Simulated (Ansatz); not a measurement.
A run of Ansatz (development build ahead of 0.2.0) on singlet Be2B2 at this shape:

```yaml
atoms:
  - { symbol: B, position_ang: [0.0000, 0.0000, 0.8114] }
  - { symbol: B, position_ang: [0.0000, 0.0000, -0.8114] }
  - { symbol: Be, position_ang: [0.0000, 0.0000, 2.5502] }
  - { symbol: Be, position_ang: [0.0000, 0.0000, -2.5502] }
```

Its results:

| Property | Result |
| --- | --- |
| Converged | yes |
| Total energy | -78.79513 hartree |
| Spin squared of the determinant | 2.005 |
| Stability test | minimum |

Problem. Which input gives this output? Name the method, the orbitals and the basis set, and write the input.

Solution. PBE0 (unrestricted) in pcseg-2.

```yaml
crystal:
  periodic: [false, false, false]
  atoms:
    - { symbol: B, position_ang: [0.0, 0.0, 0.8114] }
    - { symbol: B, position_ang: [0.0, 0.0, -0.8114] }
    - { symbol: Be, position_ang: [0.0, 0.0, 2.5502] }
    - { symbol: Be, position_ang: [0.0, 0.0, -2.5502] }
basis:
  gaussian: { orbitals: pcseg-2 }
magnetization:
  spin_polarized: true
hamiltonian:
  xc: pbe0
```

Caution: the unrestricted determinant is a mixture of spin states.
